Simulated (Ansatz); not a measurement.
CH₇BN₂O at its PBE0-D4/def2-TZVP geometry, where that method's forces vanish. The species carries charge 0 and has multiplicity 1. The bonds changed during the relaxation, so this is another structure than the one it started from.

```xyz
12

B     0.4416    0.6791    0.0373
C    -0.1929   -0.7608    0.4137
N    -0.3225    0.9637   -1.3515
N     0.1922   -1.3938    1.5357
O    -1.0371   -1.2802   -0.3338
H     0.1468    1.5336    0.8431
H     1.6350    0.6224   -0.1587
H    -0.9081    1.7889   -1.3366
H     0.2923    1.0166   -2.1537
H    -0.2062   -2.2879    1.7698
H     0.8742   -0.9816    2.1449
H    -0.9153    0.1000   -1.4101
```

What forces (eV/Å) does r2SCAN-D4/def2-TZVPP give on these atoms in Ansatz 0.2.0? (Best estimate.)

Ansatz gave: 
```
B1   0.093  0.011  0.129
C2   0.230  0.323  0.041
N3   0.001  0.077 -0.071
N4   0.055 -0.103  0.173
O5  -0.322 -0.229 -0.258
H6   0.012 -0.016 -0.016
H7  -0.024  0.004  0.007
H8  -0.006  0.003 -0.022
H9  -0.013  0.010 -0.016
H10 -0.009 -0.041  0.025
H11  0.024  0.006  0.029
H12 -0.043 -0.045 -0.020
```
